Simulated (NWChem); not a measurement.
System: C₄H₆S; SMILES S(CC#C)C

Here is an NWChem input.

```
start job
memory heap 200 mb stack 900 mb global 1100 mb
geometry units angstroms noautosym nocenter noautoz
  C     -0.469740    -2.505486    -0.308345
  C      0.182412    -1.545765     0.039819
  C      0.937583    -0.380698     0.468608
  S      0.422066     1.179284    -0.323057
  C     -1.268575     1.296039     0.292675
  H     -1.037445    -3.361687    -0.622716
  H      2.001485    -0.494691     0.205174
  H      0.887855    -0.273008     1.565407
  H     -1.708796     2.190682    -0.169590
  H     -1.296945     1.413258     1.386819
  H     -1.858915     0.416546    -0.005000
end
basis spherical
  * library def2-svp
end
dft
  xc b3lyp
  iterations 150
end
cosmo
  dielec 37.5
end
task dft energy
```

The geometry was optimised at PBE0/def2-SVP.

Level: B3LYP/def2-SVP with COSMO at NWChem's default radii, gas-phase geometry; the question gives the dielectric constant.

**Question.** Predict the main results of this run. (B3LYP/def2-SVP, COSMO on the gas-phase geometry.) Quantities: electrostatic solvation energy (kcal/mol); dipole in solution (D).

**Answer.** 
```
Item                                       Result
-----------------------------------------  ------
electrostatic solvation energy (kcal/mol)    -4.6
dipole in solution (D)                       1.55
```
